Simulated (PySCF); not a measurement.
Te(46+): ionisation energy

Te(46+) [He] 2s2 2p2 (3P) → Te(47+) [He] 2s2 2p1 (2P), as a difference of total energies. Computed with PySCF 2.14 in an uncontracted even-tempered set (17 s from 22 bohr⁻², ratio 2.2; 10 p from 28 bohr⁻², ratio 2.2; 5 d from 110 bohr⁻², ratio 2.4; 5 f from 160 bohr⁻², ratio 2.4; 4 g from 240 bohr⁻², ratio 2.4), with the non-relativistic Hamiltonian (point nucleus). Correlated levels: nothing frozen; virtual orbitals above 40 to 60 times the deepest correlated orbital energy dropped. The calculations carry no spin-orbit coupling.

```json
{"method": "UHF", "ionisation energy (eV)": "7922.1"}
{"method": "LDA", "ionisation energy (eV)": "7917.3"}
{"method": "PBE", "ionisation energy (eV)": "7920.5"}
{"method": "PBE0", "ionisation energy (eV)": "7921.1"}
{"method": "r2SCAN0", "ionisation energy (eV)": "7924.1"}
{"method": "TPSSh", "ionisation energy (eV)": "7920.5"}
{"method": "SCS-MP2 (all electrons)", "ionisation energy (eV)": "7919.9"}
```

Question: Estimate what r2SCAN gives.

Answer: 7924.5 eV, closest to r2SCAN0 among the rows shown.

Question: Estimate what MP2 (all electrons) gives.

Answer: 7920.6 eV, closest to TPSSh among the rows shown.

Spin-orbit coupling is strong in these open shells (close to jj coupling). The scalar numbers leave it out and a first-order estimate fails, so it can dominate the gap to the real levels.

The gap to the reference is mostly relativistic.

For comparison: 8240 ± 4 eV (theoretical estimate listed by NIST; NIST Atomic Spectra Database, ionization energies).
